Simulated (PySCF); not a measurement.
Bi(OH)(TeH)2 (BiH₃OTe₂), SMILES [TeH][Bi]([OH])[TeH].

Coordinates come from a PBE0-D3(BJ)/def2-SVP optimisation. The structure was generated by enumeration; whether it is a known compound was not checked. The def2 effective core potentials stand for the cores of Bi, Te; spin–orbit coupling is left out. The values are those of a single conformer.

Two levels are set side by side: TDDFT-PBE/def2-SVPD (PySCF) and TDDFT-B3LYP/def2-SVPD (PySCF). Vertical, same geometry. The lowest singlet is HOMO→LUMO 96 % with PBE and HOMO→LUMO 98 % with the other functional; states are paired by order. Differences are taken from unrounded values.

| quantity | TDDFT-B3LYP |
|---|---|
| lowest singlet excitation (eV) | 3.00 |
| lowest triplet excitation (TDA) (eV) | 2.72 |

Task: What does TDDFT-PBE give, and how far is it from TDDFT-B3LYP? (An estimate is asked for; the answer gives what the named calculation found.)

Result: 
```
quantity                              TDDFT-PBE  TDDFT-PBE minus TDDFT-B3LYP
------------------------------------  ---------  ---------------------------
lowest singlet excitation (eV)             2.76                        -0.25
lowest triplet excitation (TDA) (eV)       2.55                        -0.17
```

Functionals without exact exchange tend to place singlet excitations lower, as here. Differences between two approximate levels are no errors against the true value.

Rough cost on one machine, each run with all the roots and properties that it gave: TDDFT-B3LYP against TDDFT-PBE about 3 times.
